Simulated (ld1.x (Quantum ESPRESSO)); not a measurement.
**Before and after: PAW potential for Pm (Z = 61)**

ld1.x (Quantum ESPRESSO) 7.5 input, shortened:

```
&input
   title='Pm', zed=61., rel=1, dft='PBESOL', iswitch=3,
   config='[Xe] 4f5 5d0 6s1.5 6p0.5'
 /
 &inputp
   pseudotype=3, lpaw=.true., tm=.true., lloc=-2, rcloc=1.75,
   nlcc=.true.,
   which_augfun='PSQ', rmatch_augfun_nc=.true.
 /
8
5S  1  0   2.00   0.00  1.85  1.90  0.0
6S  2  0   1.50   0.00  1.85  1.90  0.0
5P  2  1   6.00   0.00  2.20  2.55  0.0
6P  3  1   0.50   0.00  2.20  2.55  0.0
5D  3  2   0.00   0.00  2.85  3.30  0.0
5D  3  2   0.00   2.60  2.85  3.30  0.0
4F  4  3   5.00   0.00  0.90  0.95  0.0
4F  4  3   0.00   3.80  0.90  0.95  0.0
 &test
   configts(1)='4f5 5s2 5p6 5d0 6s1.5 6p0.5'
 /
```

Change: local potential all-electron potential smoothed inside 3.62 bohr (lloc = -2).

Cutoffs: the cutoffs (Ry, on a coarse ladder) from which the occupation-weighted sum of valence levels, in a spherical-Bessel basis at the reference potential, stays within 10 and 1 mRy of its value at 400 Ry; they do not see the model core or the augmentation charge, which bear on the density cutoff. Errors are all-electron minus pseudo energies relative to the spin-unpolarised reference configuration.

Q: How do hardness, ghosts and transferability respond?

A: Of the 7 tests that both files solve, the error grows in 2 and shrinks in 1 by more than 15 % and 0.3 meV (median size 1.9 → 2.1 meV); neither file shows a bound ghost.

| quantity | base | changed |
| --- | --- | --- |
| cutoff, loose | 200 Ry | 200 Ry |
| cutoff, tight | over 300 Ry | over 300 Ry |
| loose cutoff by channel (10 mRy a level) | s 10 Ry, p 10 Ry, f 140 Ry | s 12 Ry, p 12 Ry, f 140 Ry |
| bound ghosts | none | none |
| error for 4f5 5s2 5p6 5d0 6s2 6p0, meV [ΔE -1.19 eV] | +0.5 | +0.6 |
| error for 4f5 5s2 5p6 5d0 6s1 6p0, meV [ΔE 4.70 eV] | -1.9 | -2.1 |
| error for 4f5 5s2 5p6 5d0 6s0 6p0, meV [ΔE 15.54 eV] | -5.6 | -6.9 |
| error for 4f5 5s2 5p6 5d0 6s1 6p1, meV [ΔE 1.22 eV] | -0.5 | -0.6 |
| error for 4f5 5s2 5p6 5d0 6s1.5 6p0, meV [ΔE 1.16 eV] | -0.5 | -0.6 |
| error for 4f5 5s2 5p6 5d1 6s0 6p0, meV [ΔE 5.90 eV] | -2.2 | -2.8 |
| error for 4f4 5s2 5p6 5d0 6s2 6p0, meV [ΔE 7.58 eV] | +47 | -15 |
| lowest overlap eigenvalue by channel | s 0.30, p 0.05, d 0.80, f 1.00 | s 0.42, p 0.14, d 0.86, f 1.00 |
